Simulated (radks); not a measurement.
Values are calculated unless marked as measured or tabulated.
Fractional charge and spin in the 2p shell of magnesium: the spin-up occupation runs from 2 to 3 and the spin-down occupation from 2 to 3; the fullest corner is Mg+, [He] 2s2 3s(up 0.5, down 0.5) 2p(up 3, down 3). Level of theory: non-relativistic Kohn-Sham, BLYP, spin-polarised, spherical densities, point nucleus (a radial shooting solver on a logarithmic mesh with Libxc functionals). Energy (eV) minus the two flat planes that join the four corners (they meet along the diagonal where the two added fractions sum to one electron); zero is where a piecewise linear energy would lie.

down \ up       2     2.5       3
2           0.000  -3.679   0.000
2.5        -3.679   0.701  -3.229
3           0.000  -3.229   0.000

Corners above the fullest one (they belong to Mg2+ and the next ion): (up 3, down 2) 68.323 eV, (up 2, down 3) 68.323 eV, (up 2, down 2) 167.10 eV. With half an added electron in each spin the energy lies 0.701 eV from the planes, and with half an added electron in spin up alone -3.679 eV. The planes are only a guide here: the flat-plane condition holds for ground states with one frontier orbital, while this shell lies below other occupied shells, so the corners above the fullest one are inner-hole states and not the ground states of those ions.
